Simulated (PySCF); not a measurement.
**Basis and Hamiltonian dependence of the ionisation energy of Co(2+)**

Co(2+) [Ar] 3d7 (4F) → Co(3+) [Ar] 3d6 (5D). Calculated with PySCF 2.14 from differences of total energies of unrestricted determinants, without spin-orbit coupling. Values in eV.

| basis | Hamiltonian | functions | UHF | PBE | PBE0 | MP2 (valence) | CCSD(T) (valence) | CCSD(T) (valence and next inner shell) |
| --- | --- | --- | --- | --- | --- | --- | --- | --- |
| Sapporo-DKH3-DZP-2012 | spin-free X2C | 40 | 31.198 | n/a | 33.728 | 32.819 | n/a | n/a |
| x2c-TZVPall | spin-free X2C | 48 | 31.174 | n/a | 33.678 | 32.714 | n/a | n/a |
| aug-cc-pVDZ | non-relativistic | 59 | 31.693 | 34.426 | 34.052 | 33.369 | 33.272 | n/a |
| aug-cc-pVDZ-DK | spin-free X2C | 59 | 31.445 | 34.204 | 33.821 | 33.134 | 33.035 | n/a |
| def2-TZVPPD | non-relativistic | 67 | 31.440 | 34.341 | 33.906 | 33.229 | 33.140 | 33.332 |
| cc-pVTZ | non-relativistic | 68 | 31.448 | n/a | n/a | 33.263 | n/a | n/a |
| x2c-TZVPPall with one added diffuse shell each of s, p, d, f type | spin-free X2C | 80 | 31.189 | 34.114 | 33.671 | 33.001 | 32.913 | 33.110 |
| dyall-av2z | non-relativistic | 101 | 31.411 | 34.356 | 33.911 | 33.053 | 32.970 | n/a |
| x2c-QZVPPall | spin-free X2C | 103 | 31.198 | 34.147 | 33.698 | 33.083 | 32.987 | n/a |
| aug-cc-pVTZ with one added diffuse shell each of s, p, d, f, g type | non-relativistic | 118 | 31.448 | 34.370 | 33.928 | 33.308 | n/a | n/a |
| x2c-QZVPPall with one added diffuse shell each of s, p, d, f, g type | spin-free X2C | 128 | 31.198 | 34.148 | 33.698 | 33.090 | n/a | n/a |
| aug-cc-pwCVTZ-DK with one added diffuse shell each of s, p, d, f, g type | spin-free X2C | 152 | 31.195 | 34.141 | 33.692 | 33.150 | n/a | n/a |
| aug-cc-pV5Z | non-relativistic | 202 | 31.451 | 34.368 | 33.927 | 33.475 | n/a | n/a |

Problem. Estimate the row for aug-cc-pwCVTZ-DK (spin-free X2C, 127 functions).

Solution. From the rows with the same Hamiltonian and similar size; the calculation gives UHF 31.20; PBE 34.14; PBE0 33.69; MP2 (valence) 33.15 (eV).

Frozen in the all-electron rows: valence: [Ar]; valence and next inner shell: [Ne].

Non-relativistic rows lack the scalar-relativistic shift.

Between the lowest levels the reference is 33.5 ± 0.06 eV (semi-empirical (NIST evaluation); NIST Atomic Spectra Database, ionization energies); it includes spin-orbit coupling, which these numbers lack.
